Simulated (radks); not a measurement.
Excited configurations of Eu: one electron is placed in a higher orbital outside [Xe] 4f7 6s1. The ground configuration is [Xe] 4f7 6s2. Calculated with a radial shooting solver on a logarithmic mesh with Libxc functionals: scalar-relativistic Kohn-Sham, PBE, spin-polarised, spherical densities, finite nucleus; open shells are filled with parallel spins first (spin-orbit coupling, left out, can overturn this in heavy ions); Fermi nuclear charge, rms radius 5.1115 fm. Excitation = E - E(ground); binding = E(ion) - E, where the ion is the core of charge +1; n* = 1/sqrt(2 binding) in atomic units, and the quantum defect is n - n*.

6d: excitation (eV) 4.041; binding (eV) 1.567; n* 2.947; quantum defect 3.053; eigenvalue (eV) -0.792
6f: excitation (eV) 4.904; binding (eV) 0.704; n* 4.396; quantum defect 1.604; eigenvalue (eV) -0.402
7s: excitation (eV) 3.355; binding (eV) 2.253; n* 2.458; quantum defect 4.542; eigenvalue (eV) -1.390
7p: excitation (eV) 3.929; binding (eV) 1.679; n* 2.846; quantum defect 4.154; eigenvalue (eV) -1.018
7d: excitation (eV) 4.609; binding (eV) 0.999; n* 3.690; quantum defect 3.310; eigenvalue (eV) -0.588

The Delta-SCF ionisation energy is 5.608 eV (NIST Atomic Spectra Database: 5.670 eV, measured). Self-interaction in the functional shifts the binding energies and quantum defects, so they are the method's values and not measured ones. Open shells are spherical and high-spin; term and fine-structure splittings are not resolved. Spin-orbit splitting is averaged out at the scalar-relativistic level.
